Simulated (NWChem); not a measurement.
System: Si2H3OF3; SMILES F[Si](F)(F)O[SiH3]

Parts of the log:

```
             Northwest Computational Chemistry Package (NWChem) 7.3.0
             --------------------------------------------------------

                             Geometry "geometry" -> ""
                             -------------------------

 Output coordinates in angstroms (scale by  1.889725989 to convert to a.u.)

  No.       Tag          Charge          X              Y              Z
 ---- ---------------- ---------- -------------- -------------- --------------
    1 F                    9.0000     1.23687600    -0.87010400    -0.90876000
    2 Si                  14.0000    -0.00951600    -0.77715600     0.11195500
    3 F                    9.0000    -1.23736600    -1.60528700    -0.51736600
    4 F                    9.0000     0.41432400    -1.49321400     1.48930200
    5 O                    8.0000    -0.42969300     0.77118300     0.37133000
    6 Si                  14.0000    -0.00704700     2.34969300    -0.06472200
    7 H                    1.0000    -0.14871800     2.51494700    -1.54988000
    8 H                    1.0000     1.41120600     2.62080900     0.34531300
    9 H                    1.0000    -0.94577900     3.26532900     0.65679800

 Effective nuclear repulsion energy (a.u.)     407.4396129593

                                 NWChem DFT Module
                                 -----------------

 Summary of "ao basis" -> "ao basis" (spherical)
 ------------------------------------------------------------------------------
       Tag                 Description            Shells   Functions and Types
 ---------------- ------------------------------  ------  ---------------------
 F                          def2-svp                 6       14   3s2p1d
 Si                         def2-svp                 8       18   4s3p1d
 O                          def2-svp                 6       14   3s2p1d
 H                          def2-svp                 3        5   2s1p

            General Information
            -------------------
          SCF calculation type: DFT
          Wavefunction type:  closed shell.
          No. of atoms     :     9
          No. of electrons :    66
           Alpha electrons :    33
            Beta electrons :    33
          Charge           :     0
          Spin multiplicity:     1
          Use of symmetry is: off; symmetry adaption is: off
          Maximum number of iterations: 150
          AO basis - number of functions:   107
                     number of shells:    49
          Convergence on energy requested:  1.00D-06
          Convergence on density requested:  1.00D-05
          Convergence on gradient requested:  5.00D-04

              XC Information
              --------------
                         B3LYP Method XC Potential
                     Hartree-Fock (Exact) Exchange  0.200
                        Slater Exchange Functional  0.800 local
                    Becke 1988 Exchange Functional  0.720 non-local
              Lee-Yang-Parr Correlation Functional  0.810
                  VWN I RPA Correlation Functional  0.190 local

             Grid Information
             ----------------
          Grid used for XC integration:  medium
          Radial quadrature: Mura-Knowles
          Angular quadrature: Lebedev.
          Tag              B.-S. Rad. Rad. Pts. Rad. Cut. Ang. Pts.
          ---              ---------- --------- --------- ---------
          F                   0.50       49          12.0       434
          Si                  1.10       88          11.0       590
          O                   0.60       49           8.0       434
          H                   0.35       45          12.0       434
          Grid pruning is: on
          Number of quadrature shells:   507
          Spatial weights used:  Erf1

      Superposition of Atomic Density Guess
      -------------------------------------

 Sum of atomic energies:        -951.54361367

      Non-variational initial energy
      ------------------------------

[...]

                     NWChem Electrostatic Potential Fit Module
                     -----------------------------------------

 Atom parameters

 Number of atoms is                                    9
 Number of basis functions is                        107

 Grid parameters

 Maximum number of grid points is                  43969
 Number of grid points is                          43968
 Grid range                                     0.300000 nm
 Grid spacing                                   0.020000 nm
 Probe radius                                   0.070000 nm
 Atom radius factor                             1.000000

 Atomic radii

    1    0.100000
    8    0.136000
    9    0.128000
   14    0.187000
 FASTESP  F
  using M.O. file = ./job.movecs

    Atom              Coordinates                           Charge

                                                  ESP

    1 F     0.123688   -0.087010   -0.090876   -0.357599
    2 Si   -0.000952   -0.077716    0.011196    1.323919
    3 F    -0.123737   -0.160529   -0.051737   -0.354423
    4 F     0.041432   -0.149321    0.148930   -0.354571
    5 O    -0.042969    0.077118    0.037133   -0.555795
    6 Si   -0.000705    0.234969   -0.006472    0.644061
    7 H    -0.014872    0.251495   -0.154988   -0.118832
    8 H     0.141121    0.262081    0.034531   -0.119462
    9 H    -0.094578    0.326533    0.065680   -0.107298
                                            ------------
                                                0.000000

 Dipole moment                                  0.955706

 Quadrupole moment Qxx                         -2.925529
                   Qyy                          5.687850
                   Qzz                         -2.762321

 RMS deviation kJ/mol                           0.044271

 RRMS %                                        26.381415
```

Level: B3LYP/def2-SVP. The geometry was optimised at PBE-D3(BJ)/def2-SVP. B3LYP is NWChem's, with the RPA form of VWN correlation.

Q: Write an input that gives this output.

A: Several could match; the one computed here: the input that was run:
```
start job
memory heap 200 mb stack 900 mb global 1100 mb
geometry units angstroms noautosym nocenter noautoz
  F      1.236876    -0.870104    -0.908760
  Si    -0.009516    -0.777156     0.111955
  F     -1.237366    -1.605287    -0.517366
  F      0.414324    -1.493214     1.489302
  O     -0.429693     0.771183     0.371330
  Si    -0.007047     2.349693    -0.064722
  H     -0.148718     2.514947    -1.549880
  H      1.411206     2.620809     0.345313
  H     -0.945779     3.265329     0.656798
end
basis spherical
  * library def2-svp
end
dft
  xc b3lyp
  iterations 150
  mulliken
end
task dft energy
esp
  recalculate
  probe 0.07
  range 0.3
  factor 1.0
  spacing 0.02
end
task esp
```
